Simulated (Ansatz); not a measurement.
Input file for Ansatz (an electronic-structure program): R-B3LYP-D3(BJ)/def2-TZVP on AlH2I (SMILES [AlH2][I]). Elements past Kr take the def2 small-core potentials; no spin–orbit coupling.

Ansatz 0.2 input:
```yaml
crystal:
  periodic: [false, false, false]
  atoms:
    - {symbol: Al, position_ang: [-0.11887540, -0.17862509, 0.02521724]}
    - {symbol: H, position_ang: [0.27848816, -1.25059342, 1.04466707]}
    - {symbol: H, position_ang: [-1.40229713, -0.44799570, -0.76654413]}
    - {symbol: I, position_ang: [1.21369050, 1.91069684, -0.33146226]}
basis:
  gaussian:
    orbitals: def2-TZVP
hamiltonian:
  xc: b3lyp
  dispersion: d3bj
relax: {f_tol: 0.003, max_steps: 120}
```

**Question.** Give the final energy of this run.

**Answer.** -541.5135 hartree.

**Question.** How many basis functions does it have, and what does it roughly cost on one machine?

**Answer.** 99 functions; about 8 core-seconds (a rough figure).
